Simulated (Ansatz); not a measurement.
Ansatz (an electronic-structure program) input for C3H9ClSi2, SMILES C/C=C(\[SiH2]Cl)[SiH3], PBE-D3(BJ)/def2-SVP. 

Ansatz 0.2 input:
```yaml
crystal:
  periodic: [false, false, false]
  atoms:
    - {symbol: C, position_ang: [2.35541915, -0.88155512, -0.00027458]}
    - {symbol: C, position_ang: [0.99420241, -1.41334781, -0.29441277]}
    - {symbol: C, position_ang: [-0.14487823, -0.70713851, -0.46125237]}
    - {symbol: Si, position_ang: [-1.75502101, -1.60654633, -0.79348474]}
    - {symbol: Si, position_ang: [-0.18391873, 1.15677005, -0.37705328]}
    - {symbol: Cl, position_ang: [0.36570827, 1.83792036, 1.51093429]}
    - {symbol: H, position_ang: [2.72991498, -1.30742044, 0.94568478]}
    - {symbol: H, position_ang: [2.38677390, 0.21290156, 0.09050730]}
    - {symbol: H, position_ang: [3.06627355, -1.19458287, -0.78323115]}
    - {symbol: H, position_ang: [0.94877410, -2.51111563, -0.37109990]}
    - {symbol: H, position_ang: [-2.35065533, -1.17151485, -2.09587744]}
    - {symbol: H, position_ang: [-1.49771262, -3.07919290, -0.83915334]}
    - {symbol: H, position_ang: [-2.75844562, -1.30912320, 0.27536724]}
    - {symbol: H, position_ang: [0.74808990, 1.79309911, -1.35237017]}
    - {symbol: H, position_ang: [-1.57335726, 1.63141990, -0.63253995]}
basis:
  gaussian:
    orbitals: def2-SVP
hamiltonian:
  xc: pbe
  dispersion: d3bj
relax: {f_tol: 0.002, max_steps: 200}
```

It prints:

```
WARN ansatz: RAYON_NUM_THREADS=2 ignored (pool sized by the plan → 2); use --threads N
Functional definition: PBE
integrals: 0.10 GiB planned
1583 factors; their error is unknown
mean field: 0.50 GiB planned
mean field evaluation 1: about -31497.3600 eV, gradient 6.0e1 eV
mean field evaluation 2: about -31477.6444 eV, gradient 1.0e2 eV
mean field evaluation 4: about -31506.8981 eV, gradient 1.1e1 eV
mean field evaluation 8: about -31507.2192 eV, gradient 1.4e-1 eV
mean field evaluation 16: about -31507.1102 eV, gradient 6.2e-4 eV
mean field -31507.11021526 eV, -1157.8649441246 hartree, gradient 4.8e-5 eV, S^2 0.000000; 0 other end points of the search recorded, 0 dependent functions left out
the calculation of the forces begins
reference -31507.11025768 eV, -1157.8649456833 hartree; 36, 36 occupied and 105, 105 virtual orbitals, 1583 factors
relax step   1: F+E_penalty+E_count = -31507.54455906 eV  Δ(F+E_penalty+E_count) = +0.000e0 eV  max|allowed force component| = 3.671e-1 eV/Å  Δτ_max = 0.0000 Å  (29 SCF iters, accepted)
these checks for a lower state are left out or cut short: starts, cluster_reference, orbital_swaps, neighbouring_geometries, increment
integrals: 0.10 GiB planned
1583 factors; their error is unknown
mean field: 0.50 GiB planned
mean field -31507.13042261 eV, -1157.8656867309 hartree, gradient 7.3e-6 eV, S^2 0.000000; 0 other end points of the search recorded, 0 dependent functions left out
the calculation of the forces begins
reference -31507.13046516 eV, -1157.8656882944 hartree; 36, 36 occupied and 105, 105 virtual orbitals, 1583 factors
relax step   2: F+E_penalty+E_count = -31507.56199608 eV  Δ(F+E_penalty+E_count) = -1.744e-2 eV  max|allowed force component| = 7.607e-2 eV/Å  Δτ_max = 0.0203 Å  (33 SCF iters, accepted)
these checks for a lower state are left out or cut short: starts, cluster_reference, orbital_swaps, neighbouring_geometries, increment
integrals: 0.10 GiB planned
1583 factors; their error is unknown
mean field: 0.50 GiB planned
mean field evaluation 32: about -31507.1323 eV, gradient 7.4e-6 eV
mean field -31507.13231301 eV, -1157.8657562019 hartree, gradient 7.4e-6 eV, S^2 0.000000; 0 other end points of the search recorded, 0 dependent functions left out
the calculation of the forces begins
reference -31507.13235555 eV, -1157.8657577650 hartree; 36, 36 occupied and 105, 105 virtual orbitals, 1583 factors
relax step   3: F+E_penalty+E_count = -31507.56317934 eV  Δ(F+E_penalty+E_count) = -1.183e-3 eV  max|allowed force component| = 2.999e-2 eV/Å  Δτ_max = 0.0146 Å  (33 SCF iters, accepted)
these checks for a lower state are left out or cut short: starts, cluster_reference, orbital_swaps, neighbouring_geometries, increment
integrals: 0.10 GiB planned
1583 factors; their error is unknown
mean field: 0.50 GiB planned
mean field -31507.13261193 eV, -1157.8657671868 hartree, gradient 7.4e-6 eV, S^2 0.000000; 0 other end points of the search recorded, 0 dependent functions left out
the calculation of the forces begins
reference -31507.13265450 eV, -1157.8657687512 hartree; 36, 36 occupied and 105, 105 virtual orbitals, 1583 factors
relax step   4: F+E_penalty+E_count = -31507.56330247 eV  Δ(F+E_penalty+E_count) = -1.231e-4 eV  max|allowed force component| = 3.440e-2 eV/Å  Δτ_max = 0.0137 Å  (33 SCF iters, accepted)
these checks for a lower state are left out or cut short: starts, cluster_reference, orbital_swaps, neighbouring_geometries, increment
integrals: 0.10 GiB planned
1583 factors; their error is unknown
mean field: 0.50 GiB planned
mean field -31507.13261142 eV, -1157.8657671682 hartree, gradient 2.1e-5 eV, S^2 0.000000; 0 other end points of the search recorded, 0 dependent functions left out
the calculation of the forces begins
reference -31507.13265398 eV, -1157.8657687321 hartree; 36, 36 occupied and 105, 105 virtual orbitals, 1583 factors
relax step   5: F+E_penalty+E_count = -31507.56341236 eV  Δ(F+E_penalty+E_count) = -1.099e-4 eV  max|allowed force component| = 6.468e-3 eV/Å  Δτ_max = 0.0049 Å  (23 SCF iters, accepted)
these checks for a lower state are left out or cut short: starts, cluster_reference, orbital_swaps, neighbouring_geometries, increment
integrals: 0.10 GiB planned
1583 factors; their error is unknown
mean field: 0.50 GiB planned
mean field -31507.13262217 eV, -1157.8657675632 hartree, gradient 2.2e-5 eV, S^2 0.000000; 0 other end points of the search recorded, 0 dependent functions left out
the calculation of the forces begins
reference -31507.13266472 eV, -1157.8657691269 hartree; 36, 36 occupied and 105, 105 virtual orbitals, 1583 factors
relax step   6: F+E_penalty+E_count = -31507.56343412 eV  Δ(F+E_penalty+E_count) = -2.176e-5 eV  max|allowed force component| = 3.621e-3 eV/Å  Δτ_max = 0.0022 Å  (22 SCF iters, accepted)
these checks for a lower state are left out or cut short: starts, cluster_reference, orbital_swaps, neighbouring_geometries, increment
integrals: 0.10 GiB planned
1583 factors; their error is unknown
mean field: 0.50 GiB planned
mean field -31507.13266111 eV, -1157.8657689942 hartree, gradient 7.4e-6 eV, S^2 0.000000; 0 other end points of the search recorded, 0 dependent functions left out
the calculation of the forces begins
reference -31507.13270365 eV, -1157.8657705575 hartree; 36, 36 occupied and 105, 105 virtual orbitals, 1583 factors
relax step   7: F+E_penalty+E_count = -31507.56351627 eV  Δ(F+E_penalty+E_count) = -8.216e-5 eV  max|allowed force component| = 9.758e-3 eV/Å  Δτ_max = 0.0144 Å  (33 SCF iters, accepted)
these checks for a lower state are left out or cut short: starts, cluster_reference, orbital_swaps, neighbouring_geometries, increment
integrals: 0.10 GiB planned
1583 factors; their error is unknown
mean field: 0.50 GiB planned
mean field evaluation 64: about -31507.0809 eV, gradient 1.5e-3 eV
mean field -31507.08086944 eV, -1157.8638656855 hartree, gradient 2.6e-5 eV, S^2 0.000000; 0 other end points of the search recorded, 0 dependent functions left out
the calculation of the forces begins
reference -31507.08091204 eV, -1157.8638672508 hartree; 36, 36 occupied and 105, 105 virtual orbitals, 1583 factors
relax step   8: F+E_penalty+E_count = -31507.51370727 eV  Δ(F+E_penalty+E_count) = +4.981e-2 eV  max|allowed force component| = 1.297e0 eV/Å  Δτ_max = 0.0412 Å  (31 SCF iters, rejected (line search))
these checks for a lower state are left out or cut short: starts, cluster_reference, orbital_swaps, neighbouring_geometries, increment
integrals: 0.10 GiB planned
1583 factors; their error is unknown
mean field: 0.50 GiB planned
mean field -31507.13274187 eV, -1157.8657719620 hartree, gradient 1.7e-5 eV, S^2 0.000000; 0 other end points of the search recorded, 0 dependent functions left out
the calculation of the forces begins
reference -31507.13278441 eV, -1157.8657735256 hartree; 36, 36 occupied and 105, 105 virtual orbitals, 1583 factors
relax step   9: F+E_penalty+E_count = -31507.56353166 eV  Δ(F+E_penalty+E_count) = -1.538e-5 eV  max|allowed force component| = 1.147e-2 eV/Å  Δτ_max = 0.0047 Å  (23 SCF iters, accepted)
these checks for a lower state are left out or cut short: starts, cluster_reference, orbital_swaps, neighbouring_geometries, increment
integrals: 0.10 GiB planned
1583 factors; their error is unknown
mean field: 0.50 GiB planned
mean field -31507.13279757 eV, -1157.8657740090 hartree, gradient 7.4e-6 eV, S^2 0.000000; 0 other end points of the search recorded, 0 dependent functions left out
the calculation of the forces begins
reference -31507.13284012 eV, -1157.8657755727 hartree; 36, 36 occupied and 105, 105 virtual orbitals, 1583 factors
relax step  10: F+E_penalty+E_count = -31507.56357177 eV  Δ(F+E_penalty+E_count) = -4.011e-5 eV  max|allowed force component| = 4.451e-3 eV/Å  Δτ_max = 0.0133 Å  (33 SCF iters, accepted)
these checks for a lower state are left out or cut short: starts, cluster_reference, orbital_swaps, neighbouring_geometries, increment
integrals: 0.10 GiB planned
1583 factors; their error is unknown
mean field: 0.50 GiB planned
mean field -31507.13276090 eV, -1157.8657726616 hartree, gradient 7.4e-6 eV, S^2 0.000000; 0 other end points of the search recorded, 0 dependent functions left out
the calculation of the forces begins
reference -31507.13280346 eV, -1157.8657742254 hartree; 36, 36 occupied and 105, 105 virtual orbitals, 1583 factors
relax step  11: F+E_penalty+E_count = -31507.56357805 eV  Δ(F+E_penalty+E_count) = -6.279e-6 eV  max|allowed force component| = 1.130e-2 eV/Å  Δτ_max = 0.0143 Å  (33 SCF iters, accepted)
these checks for a lower state are left out or cut short: starts, cluster_reference, orbital_swaps, neighbouring_geometries, increment
integrals: 0.10 GiB planned
1583 factors; their error is unknown
mean field: 0.50 GiB planned
mean field -31507.13282805 eV, -1157.8657751293 hartree, gradient 1.5e-5 eV, S^2 0.000000; 0 other end points of the search recorded, 0 dependent functions left out
the calculation of the forces begins
reference -31507.13287061 eV, -1157.8657766932 hartree; 36, 36 occupied and 105, 105 virtual orbitals, 1583 factors
relax step  12: F+E_penalty+E_count = -31507.56359480 eV  Δ(F+E_penalty+E_count) = -1.676e-5 eV  max|allowed force component| = 1.802e-3 eV/Å  Δτ_max = 0.0034 Å  (23 SCF iters, accepted)
integrals: 0.10 GiB planned
1583 factors; their error is unknown
mean field: 0.50 GiB planned
mean field evaluation 96: about -31477.8640 eV, gradient 1.0e2 eV
mean field -31507.13282805 eV, -1157.8657751293 hartree, gradient 1.5e-5 eV, S^2 0.000000; 1 other end points of the search recorded, 0 dependent functions left out
the calculation of the forces begins
reference -31507.13287061 eV, -1157.8657766932 hartree; 36, 36 occupied and 105, 105 virtual orbitals, 1583 factors
Total energy: -31507.56363736 eV, -1157.8816070794 hartree
Atom 0 at     2.370407    -0.887767     0.013443 Å, force     0.001027     0.000271     0.000255 eV/Å
Atom 1 at     1.004709    -1.422311    -0.287738 Å, force    -0.000633     0.000459     0.000956 eV/Å
Atom 2 at    -0.143619    -0.710617    -0.457411 Å, force    -0.000610    -0.000330     0.000792 eV/Å
Atom 3 at    -1.764589    -1.606153    -0.801204 Å, force    -0.000503    -0.001470    -0.000663 eV/Å
Atom 4 at    -0.193647     1.163924    -0.379246 Å, force     0.000539     0.001802    -0.000267 eV/Å
Atom 5 at     0.399384     1.876465     1.500717 Å, force    -0.000506    -0.000630    -0.001764 eV/Å
Atom 6 at     2.760005    -1.339414     0.951405 Å, force    -0.000343     0.000213    -0.000337 eV/Å
Atom 7 at     2.396412     0.212237     0.133513 Å, force     0.000457    -0.000748    -0.000490 eV/Å
Atom 8 at     3.086282    -1.180180    -0.785292 Å, force    -0.000892    -0.000048     0.000619 eV/Å
Atom 9 at     0.957839    -2.528064    -0.369965 Å, force     0.000334    -0.000202    -0.000819 eV/Å
Atom 10 at    -2.359199    -1.159732    -2.112210 Å, force    -0.000107     0.000297     0.000277 eV/Å
Atom 11 at    -1.514299    -3.090461    -0.853760 Å, force     0.000639     0.000309     0.000145 eV/Å
Atom 12 at    -2.778002    -1.306621     0.272246 Å, force     0.000461     0.000107    -0.000254 eV/Å
Atom 13 at     0.713268     1.803828    -1.393060 Å, force    -0.000261    -0.000336     0.000784 eV/Å
Atom 14 at    -1.603784     1.625439    -0.609696 Å, force     0.000397     0.000308     0.000767 eV/Å
Dipole moment:     0.254914    -0.265543    -0.177561 e Å
```

The calculation finished and met its thresholds.

Cost: roughly 60 core-seconds.
